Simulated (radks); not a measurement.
Values are calculated unless marked as measured or tabulated.
Problem. The gadolinium ion Gd31+, [Ar] 3d10 4s2 4p3. Code: a radial shooting solver on a logarithmic mesh with Libxc functionals. Model: non-relativistic Kohn-Sham, PBE, spin-polarised, spherical densities, point nucleus. Every spin shell is full or empty, so the densities are truly spherical. Functionals are evaluated on that one density, not self-consistently. Rank these exchange functionals by their error against the exact value of the orbitals, and give that value: LDA, B88, PBE, PW91, OPTX, WC, SOGGA, G96, EV93, APBE, TPSS, SCAN, Tao-Mo, TASK.

Solution. Exact: -195.483 hartree. From best to worst, with 100 (|E| - |E exact|)/|E exact| (equal figures are ties): B88 0.00, PW91 -0.05, SCAN +0.12, EV93 -0.17, APBE +0.28, TPSS -0.34, G96 +0.34, PBE -0.47, Tao-Mo -0.86, WC -0.94, OPTX +1.24, TASK -2.23, SOGGA -2.37, LDA -5.06.
